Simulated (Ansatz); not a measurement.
Reaction (cleavage of the Si–Si bond): `[SiH3][SiH2][SiH2][SiH2][GeH3]` + HI → `[SiH3][SiH2]I` + `[SiH3][SiH2][GeH3]`

Computed with Ansatz on PBE0-D4/def2-TZVP structures; ΔE is electronic, products minus reactants. CCSD(T)/CBS adds triple-zeta CCSD(T) − MP2 to the extrapolated MP2 energy (def2 sets, frozen cores). Functionals use def2-TZVPP. HSE06 is defined as in plane-wave codes. def2 core potentials past Kr. For Ge, I outer-core shells are correlated without core-valence functions, which leaves a few kJ/mol of doubt a bond. Scalar relativity is left out up to krypton. Each species was taken in one conformer, which may not be the lowest.

CCSD(T)/CBS gives -17.1 kcal/mol.

Q: Another level gave -16.5 kcal/mol. Which?
A. BHLYP/def2-TZVPP
B. HSE06/def2-TZVPP
C. B2PLYP/def2-TZVPP
D. RPA@PBE/def2-TZVPP

A: B. HSE06 -16.5, BHLYP -19.9, B2PLYP -18.3, RPA@PBE/def2-TZVPP -14.8 kcal/mol.

Largest T1 diagnostic among the species: 0.013.

The D4 term adds +3.1 kcal/mol with B3LYP and +2.0 kcal/mol with PBE0; it sums over pairs of atoms, weighted by their polarisabilities, and B3LYP, whose exchange is more repulsive, gets the larger term. At CCSD(T), def2-SVP lies +3.3 kcal/mol from the extrapolated value and def2-TZVPP +1.8 kcal/mol. From PBE to PBE0 (25 % exact exchange), in def2-TZVPP and without D4, ΔE moves by −1.1 kcal/mol.

B3LYP here is the variant with VWN-RPA as its local correlation; programs differ in this.
